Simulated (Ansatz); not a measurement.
Question: Predict a relaxed structure of the cluster Be2O3⁻ (the lowest doublet isomer of a short search), charge -1, doublet, at r2SCAN-D4/def2-TZVPD (Ansatz).

Answer: 
```xyz
5

Be    0.556   -1.003   -0.864
Be   -0.557    1.003    0.864
O     1.112   -2.001   -1.721
O    -1.107    2.000    1.724
O    -0.003    0.001   -0.003
```
Point group D∞h (tolerance 0.1 Å). This is one stationary point.

The relaxation made no stability test and no search for a lower SCF solution. The structure comes from a short search, and lower isomers may exist.
